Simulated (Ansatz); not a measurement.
Ansatz results at the PBE0-D4/def2-TZVP geometry: size of the dipole moment (ωB97M-V/def2-TZVPP) 0.36 D; LUMO energy (B3LYP/def2-TZVPP) -1.06 eV; size of the dipole moment (B3LYP/def2-TZVPP) 0.37 D.

Each molecule was computed in one conformer, which needn't be the lowest.

(1) Which molecule gave them?
A. `[OH][Ga]([OH])[O][SiH3]`
B. `C[Se][GaH][Cl]`
C. `C[N](C)[Ga]([NH2])[NH2]`
D. `C[O][Ga]([SH])[SH]`

Results:

(1) D. The others give `C[Se][GaH][Cl]`: 0.89, -1.61, 1.05; `C[N](C)[Ga]([NH2])[NH2]`: 1.40, -0.14, 1.37; `[OH][Ga]([OH])[O][SiH3]`: 1.19, -1.49, 1.16.

B3LYP here is the variant with VWN-RPA as its local correlation; programs differ in this.
